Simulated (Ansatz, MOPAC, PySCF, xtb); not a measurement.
Torsion H4–C1–N2–Ga3 in CH6GaN (SMILES C[NH][GaH2]); at each angle all else is relaxed with GFN2-xTB, and the levels are single points there.
Geometry at 0° (charge 0, multiplicity 1):
```xyz
9

C     -1.20159     0.32765     0.16758
N     -0.18391    -0.71199     0.02400
Ga    -0.21961    -2.07563    -1.16783
H     -1.98930     0.14134    -0.56840
H     -0.78897     1.32536    -0.01516
H     -1.65320     0.31642     1.16512
H      0.56853    -0.57636     0.69167
H      0.95438    -3.08697    -1.17441
H     -1.43277    -2.16241    -2.12981
```

On the grid 0° to 120°, 60° is the highest and 0° the lowest point at MP2/CBS(cc-pVTZ, cc-pVQZ) + ΔCCSD(T)/cc-pVTZ.

Cores are frozen in the correlated methods. Filled d and f shells under p-block atoms count as core. Rows in 3-21G, LANL2DZ carry no dispersion term and start afresh at each structure; the Pople sets are all-electron and without relativity. LANL2DZ brings its own core potentials from Na on. The state reached by PM7 isn't checked; PM7 holds dispersion and hydrogen-bond terms.

Programs: Ansatz (Gaussian basis) for Hartree–Fock, density functionals and correlated methods; MOPAC for PM7 (differences of heats of formation); PySCF for 3-21G rows, LANL2DZ rows, the dispersion terms; xtb for the GFN methods. Values without a source in brackets are computed.

```json
[
 {"level": "GFN-FF", "energy at 60° less that at 0° (kcal/mol)": "0.51"},
 {"level": "PM7", "energy at 60° less that at 0° (kcal/mol)": "1.35"},
 {"level": "HF/cc-pVDZ", "energy at 60° less that at 0° (kcal/mol)": "2.15"},
 {"level": "BLYP-D4/def2-TZVPP", "energy at 60° less that at 0° (kcal/mol)": "1.94"},
 {"level": "B3LYP/3-21G", "energy at 60° less that at 0° (kcal/mol)": "(withheld)"},
 {"level": "B3LYP/LANL2DZ", "energy at 60° less that at 0° (kcal/mol)": "(withheld)"},
 {"level": "B3LYP/def2-TZVPP", "energy at 60° less that at 0° (kcal/mol)": "2.04"},
 {"level": "MP2/cc-pVTZ", "energy at 60° less that at 0° (kcal/mol)": "2.13"},
 {"level": "SCS-MP2/cc-pVTZ", "energy at 60° less that at 0° (kcal/mol)": "2.06"}
]
```

What belongs in the gaps?


- B3LYP/3-21G, energy at 60° less that at 0° (kcal/mol): 3.69
- B3LYP/LANL2DZ, energy at 60° less that at 0° (kcal/mol): 3.20

Ansatz is an electronic-structure program.
